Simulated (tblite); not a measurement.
C$_{6}$H$_{12}$, charge +1, doublet, geometry from GFN2-xTB (a state made from the parent by changing its charge; the spin is typed, not shown lowest); GFN1-xTB with ALPB(water) run with tblite.

The tblite input:
```
$ tblite run mol.xyz --method gfn1 --charge 1 --spin 1 --alpb water --json tblite.json --no-restart

# file mol.xyz
18

C     -0.67842356     1.14566580    -0.71500841
C      0.72752875     1.22303846    -0.09487871
C      1.41426761    -0.10742425    -0.14976745
C      0.67842356    -1.14566580     0.71500841
C     -0.72752875    -1.22303846     0.09487871
C     -1.41426761     0.10742425     0.14976745
H     -0.62464672     0.81515136    -1.75139328
H     -1.17730116     2.11212942    -0.67533345
H      1.26233163     1.96163156    -0.70888014
H      0.67697377     1.60144391     0.92725319
H      1.51121961    -0.46166252    -1.17719904
H      2.42054828    -0.04330111     0.28820410
H      1.17730116    -2.11212942     0.67533345
H      0.62464672    -0.81515136     1.75139328
H     -1.26233163    -1.96163156     0.70888014
H     -0.67697377    -1.60144391    -0.92725319
H     -1.51121961     0.46166252     1.17719904
H     -2.42054828     0.04330111    -0.28820410
```

The log (banner, timings and long lists left out):

```
xTB calculator
 | screened Coulomb repulsion
 | Coulomb electrostatics
 |  * isotropic Klopman-Ohno-Mataga-Nishimoto electrostatics
 |  * onsite third-order electrostatics
 | DFT-D3(BJ) dispersion correction
 | Interactions (3)
 | [1] alpb/gbsa reaction field model
 | [2] cds contribution to solvation
 | [3] empirical free energy shift and standard state/solvent correction

halogen bonding energy    0.0000000000000E+00 Eh
repulsion energy          2.7212029085740E-01 Eh
dispersion energy        -7.0885554123559E-03 Eh
interaction energy        2.1565755169437E-03 Eh
number of electrons       3.5000000000000E+01 e
integral cutoff           1.9731147476801E+01 bohr

------------------------------------------------------------
  cycle        total energy    energy error   density error
------------------------------------------------------------
      1     -18.71656393268  -1.8983752E+01   5.5693626E-01
      2     -18.71954635283  -2.9824201E-03   3.2909543E-01
      3     -18.71959205085  -4.5698018E-05   9.5470048E-03
      4     -18.71966573787  -7.3687025E-05   1.0674832E-03
      5     -18.71966659208  -8.5420821E-07   1.9188585E-04
      6     -18.71966663985  -4.7776485E-08   1.6206240E-05
------------------------------------------------------------

electronic energy        -1.8986854950817E+01 Eh
total energy             -1.8719666639855E+01 Eh

Post processing:
 | Mayer-Wiberg bond orders

[Info] JSON dump of results written to 'tblite.json'
```
